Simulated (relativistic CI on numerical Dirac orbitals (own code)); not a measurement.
**Ligand-field terms of d9**

Computed with a parametric ligand-field model of a d^n configuration (Racah B and C, spin-orbit zeta, crystal field), exact diagonalisation.

Field parameters in Wybourne normalisation: D3d B²₀ = −7Dσ, B⁴₀ = −14Dq − 21Dτ, B⁴₃ = −14√(10/7) Dq; D4h B²₀ = −7Ds, B⁴₀ = 21(Dq − Dt), B⁴₄ = 21√(5/14) Dq; Oh B⁴₀ = 21Dq, B⁴₄ = √(5/14) B⁴₀. The field is a parameter set, without covalency.

Problem. Ground term and bands for B = 620, C = 2610, ζ = 0 cm⁻¹, D4h, 10Dq = 9650, Ds = 2260, Dt = -450 cm⁻¹?

Solution. Ground term 2B1 with 3.00 electrons in the two orbitals of the cubic e set. Spin-allowed: 2A1 6790 cm⁻¹ (1473 nm), 2B2 9650 cm⁻¹ (1036 nm), 2E 18680 cm⁻¹ (535 nm). Lowest spin-forbidden: none.

Problem. Ground term and bands for B = 400, C = 1930, ζ = 0 cm⁻¹, D3d, 10Dq = 38900, Dσ = -980, Dτ = 270 cm⁻¹?

Solution. Ground term 2E with 3.00 electrons in the two orbitals of the cubic e set. Spin-allowed: 2A1 39291 cm⁻¹ (255 nm), 2E 40532 cm⁻¹ (247 nm). Lowest spin-forbidden: none.

Problem. Ground term and bands for B = 610, C = 2670, ζ = 0 cm⁻¹, Oh, 10Dq = 4100 cm⁻¹?

Solution. Ground term 2E with 3.00 electrons in the two orbitals of the cubic e set. Spin-allowed: 2T2 4100 cm⁻¹ (2439 nm). Lowest spin-forbidden: none.

Problem. Ground term and bands for B = 710, C = 3050, ζ = 0 cm⁻¹, D4h, 10Dq = 25700, Ds = 3000, Dt = -540 cm⁻¹?

Solution. Ground term 2B1 with 3.00 electrons in the two orbitals of the cubic e set. Spin-allowed: 2A1 9300 cm⁻¹ (1075 nm), 2B2 25700 cm⁻¹ (389 nm), 2E 37400 cm⁻¹ (267 nm). Lowest spin-forbidden: none.

Problem. Ground term and bands for B = 330, C = 1480, ζ = 0 cm⁻¹, D4h, 10Dq = 22300, Ds = 2080, Dt = 60 cm⁻¹?

Solution. Ground term 2B1 with 3.00 electrons in the two orbitals of the cubic e set. Spin-allowed: 2A1 8620 cm⁻¹ (1160 nm), 2B2 22300 cm⁻¹ (448 nm), 2E 28240 cm⁻¹ (354 nm). Lowest spin-forbidden: none.
